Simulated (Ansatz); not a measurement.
Total energies of Si₂O₃ from Ansatz at r2SCAN-D4/def2-TZVP, gas phase (1 Eh = 27.2114 eV = 2625.5 kJ/mol). The reference geometry is relaxed at PBE-D4/def2-SVP.

| atom | x (Å) | y (Å) | z (Å) |
| --- | --- | --- | --- |
| Si1 | 0.2367 | 1.1198 | 2.2470 |
| Si2 | -0.0871 | -0.4067 | -0.8175 |
| O3 | -1.3677 | 0.2483 | -1.4009 |
| O4 | 1.1203 | -1.3799 | -0.8813 |
| O5 | 0.0978 | 0.4185 | 0.8526 |

| state | geometry | energy (Eh) |
| --- | --- | --- |
| charge 0 singlet | reference | -804.67346 |
| charge 1 doublet | reference | -804.32876 |
| charge 0 triplet | relaxed at PBE-D4/def2-SVP | -804.61491 |
| charge 0 quintet | relaxed at PBE-D4/def2-SVP | -804.50062 |
| free Si atom (triplet) | – | -289.34121 |
| free O atom (triplet) | – | -75.05861 |

(1) Work out the vertical ionisation energy to the doublet.

(2) Which of the charge 0 states is lowest, and how far above it are the others?

(3) What is the binding energy per atom against free atoms?

(1) E(charge 1 doublet) − E(charge 0 singlet) = -804.32876 − (-804.67346) = 0.34470 Eh = 9.38 eV. For comparison, −ε of the highest occupied level is 6.30 eV at this level, 3.08 eV less.

(2) The singlet. triplet: -804.61491 − (-804.67346) = 0.05855 Eh = 153.7 kJ/mol; quintet: -804.50062 − (-804.67346) = 0.17284 Eh = 453.8 kJ/mol.

(3) Atoms: 2 × (-289.34121) + 3 × (-75.05861) = -803.85825 Eh. Binding: -803.85825 − (-804.67346) = 0.81521 Eh = 22.18 eV, or 4.44 eV for each of 5 atoms (no zero-point energy, no counterpoise term).

The structure comes from a short search, and lower isomers may exist.
